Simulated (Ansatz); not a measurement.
The cluster Cr3S3⁻, relaxed as a doublet with UKS PBE-D4/def2-SVPD in Ansatz, starting from the GFN2-xTB geometry. Force threshold 0.02 eV/Å.

The charge -1 doublet is spin-contaminated (final ⟨S²⟩ up to 4.80, 0.75 for a pure state). The structure comes from a short search, and lower isomers may exist.

Start:

| atom | x (Å) | y (Å) | z (Å) |
| --- | --- | --- | --- |
| Cr1 | -0.757 | -0.922 | -0.701 |
| Cr2 | -1.148 | 0.990 | 0.418 |
| Cr3 | 1.069 | 0.654 | 0.586 |
| S4 | 1.478 | -1.273 | -0.540 |
| S5 | -2.567 | -1.662 | -1.463 |
| S6 | 1.924 | 2.214 | 1.700 |

(1) Estimate the energy that the relaxation releases and the steps that it takes.

(2) Does the start keep its bonding and symmetry?

(3) Predict the relaxed structure.

Results:

(1) 1.71 eV, in 32 steps; 2.9 min on 4 threads of Arm Neoverse V2 on a shared host. The force fell under the threshold at step 20, but the optimiser went on and released 0.026 eV more. No frequencies were taken in this run, so the end may be a saddle point.

(2) Bonds formed: Cr2–S5, Cr2–S6 (atoms count from 1). Point group C2v at the start, Cs at the end, both within 0.05 Å.

(3) 
```xyz
6

Cr   -0.2927   -0.9879   -1.0333
Cr   -1.0826    0.8731    0.4699
Cr    1.3799    0.4527    0.1433
S     1.7166   -1.6868   -0.3750
S    -2.4272   -0.6745   -0.7046
S     0.7060    2.0235    1.4998
```
Bond lengths (bridged metal pairs left out): 6 × Cr–S 2.18 to 2.36 Å.
